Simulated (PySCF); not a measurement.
## C₆ coefficients of unlike pairs at PBE

Calculated with PySCF 2.14 from the dipole response of each species, C₆(A,B) = (3/π) ∫ α_A(iu) α_B(iu) du, in atomic units, from isotropic polarisabilities. For ions this is the dispersion term alone; charge-induced terms of lower order in 1/R come first.

```tsv
species	configuration	basis	relativity	α (bohr³)	C₆ (like pair)
Tl³⁺	[Xe] 4f14 5d10 (1S)	aug-cc-pwCVTZ-PP with ECP60MDF (8s7p6d4f1g)	core potential	5.430	31.58
K	[Ar] 4s1 (2S)	dyall-av2z (17s13p2d)	none	329.2	4656
As	[Ar] 3d10 4s2 4p3 (4S)	x2c-TZVPPall with one added diffuse shell each of s, p, d type (7s6p5d1f)	spin-free X2C	33.44	287.1
Pt⁺	[Xe] 4f14 5d9 (2D)	aug-cc-pVTZ-PP with one added diffuse shell each of s, p, d, f, g type with ECP60MDF (7s7p6d4f3g)	core potential	17.16	130.0
```

**Question.** Estimate C₆ for K with Tl³⁺.

**Answer.** The integral gives 166.8. The combination rule 2 C_A C_B / (C_A α_B/α_A + C_B α_A/α_B) gives 147.7 and the geometric mean 383.4.

No spin-orbit coupling is included.

The other pairs:

| pair | C₆ |
| --- | --- |
| As, K | 841.1 |
| Pt⁺, Tl³⁺ | 60.70 |
| As, Tl³⁺ | 77.21 |
| Pt⁺, As | 184.4 |
| Pt⁺, K | 469.1 |
